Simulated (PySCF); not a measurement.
GaCl₃, SMILES [Cl][Ga]([Cl])[Cl].

Coordinates come from a B3LYP-D3(BJ)/def2-SVP optimisation. The isomer is the one that the SMILES or the coordinates give; other isomers of the formula were not compared.

Method: B3LYP-D3(BJ)/def2-SVP in PySCF.

Frequencies are harmonic and unscaled.

Modes within 1.5 cm⁻¹ of each other (mostly degenerate sets) share a row, with their intensities summed.

```tsv
mode	ν (cm⁻¹)	IR (km/mol)	Raman (Å⁴/amu)	depolarisation	moving atoms (share of kinetic energy)
1–2	125	14.2	5.8	0.75	Cl 83 %, Ga 17 %
3	135	12.2	0.0	–	Ga 60 %, Cl 40 %
4	367	0.0	17.9	0.10	Cl 100 %
5–6	464	152.9	6.6	0.75	Cl 57 %, Ga 43 %
```
